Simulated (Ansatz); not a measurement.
C$_{9}$H$_{20}$ (`CC(C)CC(C)C(C)C`) at its PBE0-D4/def2-TZVP geometry, where that method's forces vanish. Charge 0, multiplicity 1.

```csv
atom,x (Å),y (Å),z (Å)
C1,0.3960,1.7051,1.6799
C2,0.8736,1.8239,0.2399
C3,2.2712,2.4233,0.1909
C4,0.8380,0.4927,-0.5082
C5,-0.5548,-0.1446,-0.6359
C6,-0.8303,-0.5644,-2.0749
C7,-0.7687,-1.2893,0.3731
C8,-2.2456,-1.5950,0.5783
C9,-0.0077,-2.5572,0.0083
H10,-0.6285,1.3318,1.7441
H11,1.0377,1.0215,2.2457
H12,0.4248,2.6764,2.1807
H13,0.1925,2.5092,-0.2839
H14,2.9888,1.7713,0.6996
H15,2.6136,2.5536,-0.8390
H16,2.3042,3.3987,0.6833
H17,1.5267,-0.2047,-0.0143
H18,1.2554,0.6598,-1.5073
H19,-1.2912,0.6299,-0.3825
H20,-1.8088,-1.0374,-2.1885
H21,-0.0741,-1.2664,-2.4362
H22,-0.8077,0.3065,-2.7346
H23,-0.3731,-0.9356,1.3324
H24,-2.7089,-1.9679,-0.3395
H25,-2.7962,-0.7035,0.8911
H26,-2.3844,-2.3609,1.3459
H27,-0.4251,-3.0279,-0.8859
H28,-0.0679,-3.2872,0.8193
H29,1.0506,-2.3616,-0.1818
```

Q: For each bond, give half the difference of the two atoms' forces along it (eV/Å; positive pushes the atoms apart) under PBE-D4, r2SCAN-D4, B3LYP-D4, ωB97M-V in def2-TZVPP. (Best estimate.)

A: Computed: 
| bond | length (Å) | PBE-D4 | r2SCAN-D4 | B3LYP-D4 | ωB97M-V |
| --- | --- | --- | --- | --- | --- |
| C1–C2 | 1.522 | 0.01 | 0.09 | 0.16 | 0.13 |
| C1–H10 | 1.092 | 0.10 | -0.03 | -0.09 | -0.06 |
| C1–H11 | 1.095 | 0.11 | -0.02 | -0.06 | -0.06 |
| C3–H15 | 1.093 | 0.10 | -0.04 | -0.07 | -0.07 |
| C4–H17 | 1.098 | 0.12 | -0.04 | -0.12 | -0.09 |
| C4–H18 | 1.096 | 0.11 | -0.05 | -0.12 | -0.09 |
| C5–C7 | 1.541 | 0.03 | 0.06 | 0.07 | 0.02 |
| C5–H19 | 1.098 | 0.13 | -0.05 | -0.15 | -0.12 |
| C6–H22 | 1.093 | 0.10 | -0.03 | -0.08 | -0.06 |
| C7–C9 | 1.523 | 0.01 | 0.09 | 0.16 | 0.13 |
| C7–H23 | 1.096 | 0.11 | -0.05 | -0.16 | -0.12 |
| C8–H24 | 1.094 | 0.12 | -0.03 | -0.07 | -0.07 |
| C8–H26 | 1.093 | 0.10 | -0.04 | -0.07 | -0.07 |
| C9–H27 | 1.093 | 0.11 | -0.03 | -0.07 | -0.07 |

B3LYP here is the variant with VWN-RPA as its local correlation; programs differ in this.
